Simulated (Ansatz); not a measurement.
`N[Si]1(Cl)CO1` + H–F → `N[Si]1(F)CO1` + HCl  (ligand exchange at the Si–Cl bond)

Program: Ansatz. Geometries: PBE0-D4/def2-TZVP. ΔE: electronic, gas phase. CCSD(T)/CBS is the MP2 limit (def2-TZVPP, def2-QZVPP) plus CCSD(T) − MP2 in def2-TZVPP, frozen cores. This one scheme is used for every species. Functionals use def2-TZVPP. B3LYP here is the variant with VWN-RPA as its local correlation; programs differ in this. Each species was taken in one conformer, which may not be the lowest.

```json
{"level": "PBE-D4", "ΔE (kJ/mol)": "-35.3", "difference from CCSD(T)/CBS": "5.9"}
{"level": "B3LYP-D4", "ΔE (kJ/mol)": "-45.5", "difference from CCSD(T)/CBS": "-4.3"}
{"level": "PBE", "ΔE (kJ/mol)": "-39.1", "difference from CCSD(T)/CBS": "2.1"}
{"level": "PBE0", "ΔE (kJ/mol)": "-39.6", "difference from CCSD(T)/CBS": "1.6"}
{"level": "HF/def2-TZVPP", "ΔE (kJ/mol)": "-59.0", "difference from CCSD(T)/CBS": "-17.8"}
{"level": "SCS-MP2/def2-TZVPP", "ΔE (kJ/mol)": "-45.4", "difference from CCSD(T)/CBS": "-4.2"}
{"level": "CCSD/def2-TZVPP", "ΔE (kJ/mol)": "-48.7", "difference from CCSD(T)/CBS": "-7.5"}
{"level": "SCS-MP2/def2-QZVPP", "ΔE (kJ/mol)": "-43.4", "difference from CCSD(T)/CBS": "-2.2"}
{"level": "HF/CBS(def2)", "ΔE (kJ/mol)": "-60.5", "difference from CCSD(T)/CBS": "-19.3"}
{"level": "CCSD/CBS(def2)", "ΔE (kJ/mol)": "-44.4", "difference from CCSD(T)/CBS": "-3.2"}
{"level": "CCSD(T)/CBS", "ΔE (kJ/mol)": "-41.2", "difference from CCSD(T)/CBS": "0"}
```

Largest T1 diagnostic among the species: 0.012.

In def2-TZVPP, CCSD(T) changes the Hartree–Fock value by +13.4 kJ/mol (the triples alone add +3.2 kJ/mol) and MP2 by +20.0 kJ/mol. The D4 term adds +6.4 kJ/mol with B3LYP and +3.5 kJ/mol with PBE0; it sums over pairs of atoms, weighted by their polarisabilities, and B3LYP, whose exchange is more repulsive, gets the larger term.
